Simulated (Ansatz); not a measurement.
Reaction (silylene formation by 1,1-elimination): `C[Si](C)([SeH])[SeH]` → `C[Si]C` + `[SeH][SeH]`

Calculated with Ansatz (gas phase, PBE0-D4/def2-TZVP geometries, no zero-point term in ΔE). CCSD(T)/CBS adds triple-zeta CCSD(T) − MP2 to the extrapolated MP2 energy (def2 sets, frozen cores). DFT in def2-TZVPP. For Se outer-core shells are correlated without core-valence functions, which leaves a few kJ/mol of doubt a bond. Scalar relativity is left out up to krypton. One conformer a species, not always the lowest.

`C[Si](C)([SeH])[SeH]`:

```xyz
13

C    -1.288    0.753   -0.915
Si    0.145    0.133    0.103
C     0.221   -1.729    0.160
Se    2.160    0.767   -0.778
Se   -0.183    1.042    2.178
H    -2.237    0.431   -0.478
H    -1.221    0.357   -1.931
H    -1.286    1.843   -0.972
H     1.037   -2.069    0.799
H    -0.715   -2.127    0.560
H     0.373   -2.138   -0.842
H     1.894    2.195   -0.571
H     1.101    0.544    2.688
```

`C[Si]C`:

Cartesian coordinates in Å:
```
C -0.755 -0.183 -1.199
Si 0.965 0.453 -0.719
C 0.814 0.211 1.155
H -0.675 -1.282 -1.174
H -1.058 0.093 -2.210
H -1.544 0.086 -0.489
H 0.265 -0.691 1.444
H 1.770 0.246 1.681
H 0.217 1.066 1.512
```

`[SeH][SeH]`:

Z-matrix (Å, degrees):
```
Se
Se 1 2.324
H 1 1.473 2 96.5
H 2 1.473 1 96.5 3 -90.7
```

| level | ΔE (kJ/mol) |
| --- | --- |
| PBE-D4 | 365.7 |
| CCSD/def2-TZVPP | 365.8 |

Q: What does CCSD(T)/CBS give? (Estimate.)

A: Ansatz gave: +380.0 kJ/mol. The listed levels differ from it by -14.3, -14.2 kJ/mol.

Largest T1 diagnostic among the species: 0.012.

The D4 term adds +26.0 kJ/mol with B3LYP and +14.7 kJ/mol with PBE0; it sums over pairs of atoms, weighted by their polarisabilities, and B3LYP, whose exchange is more repulsive, gets the larger term. From PBE to PBE0 (25 % exact exchange), in def2-TZVPP and without D4, ΔE moves by +19.3 kJ/mol.

B3LYP here is the variant with VWN-RPA as its local correlation; programs differ in this.
